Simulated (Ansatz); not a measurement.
Job for Ansatz (a program for electronic structure): R-PBE0/def2-TZVPPD on H4OSi (SMILES O[SiH3]). Files ending in .json are basis or fitting sets from the Basis Set Exchange.

Ansatz 0.2 input:
```yaml
crystal:
  periodic: [false, false, false]
  atoms:
    - {symbol: O, position_ang: [-0.51022331, 1.01078274, 3.01196433]}
    - {symbol: Si, position_ang: [-0.07285105, -0.37030256, 3.76705078]}
    - {symbol: H, position_ang: [-0.44347688, 1.05028113, 2.02544495]}
    - {symbol: H, position_ang: [-0.89126636, -1.53759605, 3.33552712]}
    - {symbol: H, position_ang: [-0.25838269, -0.17125183, 5.22134112]}
    - {symbol: H, position_ang: [1.34942992, -0.73143692, 3.51137586]}
basis:
  gaussian:
    orbitals: def2-TZVPPD.json
hamiltonian:
  xc: {name: PBE0}
scf: {lower_state_search: off}
```

The head of its log:

```
WARN ansatz: RAYON_NUM_THREADS=1 ignored (pool sized by the plan → 1); use --threads N
Functional definition: PBE0
these checks for a lower state are left out or cut short: stability, starts, cluster_reference, orbital_swaps, neighbouring_geometries, increment
integrals: 0.05 GiB planned
742 factors; their error is unknown
mean field: 0.53 GiB planned
mean field evaluation 1: about -9982.2145 eV, gradient 5.1e1 eV
mean field evaluation 2: about -9973.5497 eV, gradient 8.5e1 eV
```

Question: Give the final energy of this run.

Answer: -366.9892 hartree.
